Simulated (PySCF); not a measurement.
CsF, SMILES [F][Cs] (connectivity only; charge and spin as stated), charge +1, multiplicity 2. Atoms are numbered in the order given.

```xyz
2

Cs     0.0000     0.0000    -0.4794
F      0.0000     0.0000     2.9297
```
Charge +1, spin multiplicity 2.

Geometry optimised at PBE0-D3(BJ)/def2-TZVPD. The spin state was assumed, not searched. The def2 effective core potentials stand for the cores of Cs; spin–orbit coupling is left out.

Calculation: M06-2X/def2-TZVPD in PySCF.

Mulliken values depend strongly on the basis, most of all with diffuse functions as here. ESP charges are fitted to the potential on shells at 1.4 to 2.0 van der Waals radii. Atomic charges (e):

```
atom  ESP fit  Mulliken  Mulliken spin
----  -------  --------  -------------
Cs1      0.98      1.00           0.00
F2       0.02      0.00           1.00
```
